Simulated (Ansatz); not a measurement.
`CB(C)N` → `CBN` + `[CH2]` (triplet)  (formal loss of a carbene)

Computed with Ansatz on PBE0-D4/def2-TZVP structures; ΔE is electronic, products minus reactants. CCSD(T)/CBS adds triple-zeta CCSD(T) − MP2 to the extrapolated MP2 energy (def2 sets, frozen cores). This one scheme is used for every species. Functionals use def2-TZVPP. B3LYP here is the variant with VWN-RPA as its local correlation; programs differ in this. Triplets are unrestricted, without spin–orbit coupling. One conformer a species, not always the lowest.

`CB(C)N`:

Z-matrix (Å, degrees):
```
C
B 1 1.578
H 1 1.094 2 114.2
H 1 1.095 2 110.6 3 121.7
H 1 1.095 2 110.6 3 -121.7
C 2 1.578 1 120.8 3 -180.0
N 2 1.398 1 119.6 3 0.0
H 6 1.095 2 110.6 1 -58.6
H 6 1.095 2 110.6 1 58.0
H 6 1.094 2 114.2 1 179.7
H 7 1.006 2 123.1 1 -180.0
H 7 1.006 2 123.1 1 0.1
```

`CBN`:

Z-matrix (Å, degrees):
```
C
B 1 1.568
H 1 1.095 2 110.4
H 1 1.096 2 110.3 3 116.2
H 1 1.094 2 114.3 3 -121.9
N 2 1.392 1 122.0 3 122.1
H 2 1.202 1 121.0 3 -57.9
H 6 1.005 2 123.2 1 180.0
H 6 1.007 2 123.1 1 -0.0
```

`[CH2]` (triplet):

Z-matrix (Å, degrees):
```
C
H 1 1.079
H 1 1.079 2 134.9
```

```json
{"level": "B97M-V", "ΔE (kcal/mol)": "115.4", "difference from CCSD(T)/CBS": "1.1"}
{"level": "PBE0-D4", "ΔE (kcal/mol)": "113.9", "difference from CCSD(T)/CBS": "-0.4"}
{"level": "r2SCAN0-D4", "ΔE (kcal/mol)": "108.5", "difference from CCSD(T)/CBS": "-5.8"}
{"level": "CAM-B3LYP-D4", "ΔE (kcal/mol)": "113.4", "difference from CCSD(T)/CBS": "-0.9"}
{"level": "B2PLYP", "ΔE (kcal/mol)": "111.7", "difference from CCSD(T)/CBS": "-2.6"}
{"level": "PBE0", "ΔE (kcal/mol)": "112.6", "difference from CCSD(T)/CBS": "-1.7"}
{"level": "B3LYP", "ΔE (kcal/mol)": "109.9", "difference from CCSD(T)/CBS": "-4.4"}
{"level": "r2SCAN0", "ΔE (kcal/mol)": "108.0", "difference from CCSD(T)/CBS": "-6.3"}
{"level": "CAM-B3LYP", "ΔE (kcal/mol)": "112.1", "difference from CCSD(T)/CBS": "-2.2"}
{"level": "LC-ωPBE", "ΔE (kcal/mol)": "111.7", "difference from CCSD(T)/CBS": "-2.6"}
{"level": "RPA@PBE/def2-TZVPP", "ΔE (kcal/mol)": "109.2", "difference from CCSD(T)/CBS": "-5.1"}
{"level": "CCSD(T)/def2-SVP", "ΔE (kcal/mol)": "109.2", "difference from CCSD(T)/CBS": "-5.1"}
{"level": "CCSD/def2-TZVPP", "ΔE (kcal/mol)": "108.9", "difference from CCSD(T)/CBS": "-5.4"}
{"level": "HF/def2-QZVPP", "ΔE (kcal/mol)": "78.3", "difference from CCSD(T)/CBS": "-36.0"}
{"level": "HF/CBS(def2)", "ΔE (kcal/mol)": "78.3", "difference from CCSD(T)/CBS": "-36.0"}
{"level": "MP2/CBS(def2)", "ΔE (kcal/mol)": "117.6", "difference from CCSD(T)/CBS": "3.3"}
{"level": "CCSD(T)/CBS", "ΔE (kcal/mol)": "114.3", "difference from CCSD(T)/CBS": "0"}
```

Largest T1 diagnostic among the species: 0.011.

From r2SCAN to r2SCAN0 (25 % exact exchange), in def2-TZVPP and without D4, ΔE moves by −1.0 kcal/mol. The D4 term adds +2.4 kcal/mol with B3LYP and +1.3 kcal/mol with PBE0; it sums over pairs of atoms, weighted by their polarisabilities, and B3LYP, whose exchange is more repulsive, gets the larger term. At CCSD(T), def2-SVP lies −5.1 kcal/mol from the extrapolated value and def2-TZVPP −2.8 kcal/mol.
